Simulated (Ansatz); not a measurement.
C3H9AlF2Si (`C[Si](C)(C)[Al]([F])[F]`), relaxed with RKS PBE0-D4/def2-TZVP in Ansatz from a PBE-D4/def2-SVP geometry. The force threshold is 0.005 eV/Å; the program also tests the step.

Charge 0, multiplicity 1.

Start:

```xyz
16

C     0.588   -1.658    0.721
Si   -0.010   -0.015   -0.025
C    -0.050   -0.136   -1.917
C    -1.749    0.368    0.639
Al    1.511    1.775    0.675
F     1.775    2.116    2.299
F     2.358    2.751   -0.399
H     1.597   -1.935    0.354
H     0.626   -1.609    1.828
H    -0.112   -2.473    0.439
H    -0.400    0.810   -2.377
H    -0.741   -0.947   -2.233
H     0.954   -0.362   -2.331
H    -2.149    1.316    0.226
H    -2.447   -0.448    0.356
H    -1.750    0.449    1.745
```

```json
{"step": "1", "energy (eV)": "-23160.3535", "largest force (eV/Å)": "0.652", "largest move (Å)": "0.000"}
{"step": "2", "energy (eV)": "-23160.4155", "largest force (eV/Å)": "0.395", "largest move (Å)": "0.023"}
{"step": "3", "energy (eV)": "-23160.4237", "largest force (eV/Å)": "0.162", "largest move (Å)": "0.037"}
{"step": "4", "energy (eV)": "-23160.4254", "largest force (eV/Å)": "0.132", "largest move (Å)": "0.034"}
{"step": "5 (rejected)", "energy (eV)": "-23160.4248", "largest force (eV/Å)": "0.174", "largest move (Å)": "0.057"}
{"step": "6", "energy (eV)": "-23160.4290", "largest force (eV/Å)": "0.008", "largest move (Å)": "0.029"}
{"step": "7", "energy (eV)": "-23160.4290", "largest force (eV/Å)": "0.003", "largest move (Å)": "0.009"}
{"step": "8", "energy (eV)": "-23160.4291", "largest force (eV/Å)": "0.004", "largest move (Å)": "0.006"}
```

End:

```xyz
16

C     0.578   -1.645    0.711
Si   -0.013   -0.018   -0.020
C    -0.049   -0.134   -1.894
C    -1.737    0.359    0.630
Al    1.510    1.773    0.676
F     1.772    2.111    2.271
F     2.339    2.722   -0.390
H     1.568   -1.921    0.338
H     0.629   -1.599    1.801
H    -0.116   -2.447    0.441
H    -0.390    0.801   -2.346
H    -0.732   -0.929   -2.208
H     0.940   -0.358   -2.300
H    -2.134    1.286    0.211
H    -2.422   -0.451    0.359
H    -1.742    0.451    1.719
```

It took 16 s on 2 threads of an AMD EPYC 7R13 on a shared host and a share of an NVIDIA H100 80 GB, with 0.94 GiB of host memory at the peak.
